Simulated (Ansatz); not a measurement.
C3H6OSi (`C#C[SiH2]CO`) at its PBE0-D4/def2-TZVP geometry, where that method's forces vanish. Total charge 0; spin multiplicity 1.

```xyz
11

C    -0.6142   -0.4462   -2.4272
C    -0.6330   -0.5813   -1.2280
Si   -0.5771   -0.7017    0.5979
C     0.4815    0.7566    1.1660
O     1.7111    0.8123    0.4623
H    -0.6096   -0.3398   -3.4882
H    -1.9590   -0.6278    1.1400
H     0.0406   -2.0003    0.9620
H    -0.0858    1.6936    1.0699
H     0.7277    0.6467    2.2257
H     1.5178    0.7878   -0.4804
```

**Question.** What forces (eV/Å) does r2SCAN-D4/def2-TZVPP give on these atoms in the Gaussian-basis code of Ansatz? (Estimate.)

**Answer.** The calculation gave: 
```
C1   0.010  0.047 -0.392
C2  -0.008 -0.043  0.395
Si3 -0.037 -0.042 -0.080
C4  -0.293 -0.017  0.171
O5   0.335  0.013 -0.112
H6  -0.001 -0.007  0.054
H7   0.016 -0.008  0.000
H8  -0.006  0.020  0.002
H9  -0.005  0.021  0.010
H10  0.012  0.018 -0.008
H11 -0.023 -0.003 -0.041
```
